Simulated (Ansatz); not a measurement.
Consider the hydrogenolysis of a B–Si bond: `OB([SiH3])N[SiH3]` + H₂ → `OBN[SiH3]` + SiH₄.

Calculated with Ansatz (gas phase, PBE0-D4/def2-TZVP geometries, no zero-point term in ΔE). CBS: MP2 limit from def2 TZ/QZ plus the TZ coupled-cluster correction, frozen cores. This one scheme is used for every species. Functionals use def2-TZVPP. Each species was taken in one conformer, which may not be the lowest.

| level | ΔE (kJ/mol) |
| --- | --- |
| PBE | -36.2 |
| MP2/def2-QZVPP | -43.8 |

(1) What does CCSD(T)/CBS give? (Estimate.)

Largest T1 diagnostic among the species: 0.013.

Answers

(1) Ansatz gave: -42.8 kJ/mol. The listed levels differ from it by 6.6, -1.0 kJ/mol.

The D4 term adds +10.8 kJ/mol with B3LYP and +6.1 kJ/mol with PBE0; it sums over pairs of atoms, weighted by their polarisabilities, and B3LYP, whose exchange is more repulsive, gets the larger term. In def2-TZVPP, CCSD(T) changes the Hartree–Fock value by +32.2 kJ/mol (the triples alone add +6.0 kJ/mol) and MP2 by +32.2 kJ/mol. From PBE to PBE0 (25 % exact exchange), in def2-TZVPP and without D4, ΔE moves by −6.9 kJ/mol.

B3LYP here is the variant with VWN-RPA as its local correlation; programs differ in this.
